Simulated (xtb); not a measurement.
GeH5NZn, SMILES [NH2][Zn][GeH3]. All values are semi-empirical tight-binding results from xtb (GFN2-xTB unless named), good for trends rather than for accurate numbers. Geometry: GFN2-xTB. The structure was generated by enumeration; whether it is a known compound was not checked. The values are those of a single conformer.

For metal compounds this method's bond lengths and energies can be far off.

orbital gap: 4.25 eV
zero-point energy: 28.1 kcal/mol
G − E(el) at 298.15 K (modified RRHO): 7.9 kcal/mol
